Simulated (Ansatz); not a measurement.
A search over several starts for the lowest SCF solution of B₃N₃ at the given spin, in a small basis.

```yaml
crystal:
  periodic: [false, false, false]
  atoms:
    - {symbol: B, position_ang: [-0.553312, -0.938395, 0.054680]}
    - {symbol: B, position_ang: [-0.533520, 0.950653, 0.036862]}
    - {symbol: B, position_ang: [1.086838, -0.012259, -0.091546]}
    - {symbol: N, position_ang: [0.742242, -1.322572, -0.051280]}
    - {symbol: N, position_ang: [0.769791, 1.305534, -0.076075]}
    - {symbol: N, position_ang: [-1.512029, 0.017050, 0.127358]}
basis:
  gaussian: {orbitals: def2-SVP, initial_orbitals: start.molden}
hamiltonian: {xc: pbe0, dispersion: d4}
output: {orbitals: {seedname: orbitals}}
```

The file start.molden holds the orbitals of an earlier run on this structure, at another level or in another basis.

```sh
$ ansatz run in.yaml --threads 4 --pin off --events-out ev --progress --plain --max-ram 3916MiB
```

Output, abridged:

```
Functional definition: PBE0
978 factors; their error is unknown
mean field evaluation 1: about -6365.6661 eV, gradient 1.3e2 eV
mean field evaluation 2: about -6413.3006 eV, gradient 8.0e1 eV
mean field evaluation 4: about -6483.7897 eV, gradient 3.2e1 eV
mean field evaluation 8: about -6486.9870 eV, gradient 1.5e-1 eV
mean field evaluation 16: about -6486.9821 eV, gradient 1.3e-1 eV
mean field -6486.98705813 eV, -238.3923773484 hartree, gradient 5.4e-5 eV, S^2 0.000000; 1 other end points of the search recorded, 0 dependent functions left out
reference -6486.98708123 eV, -238.3923781973 hartree; 18, 18 occupied and 66, 66 virtual orbitals, 978 factors
Total energy: -6487.11985399 eV, -238.3972575065 hartree
```

It took 0.85 s on 4 threads of Arm Neoverse V1 on a shared host.

The structure comes from a short search, and lower isomers may exist.
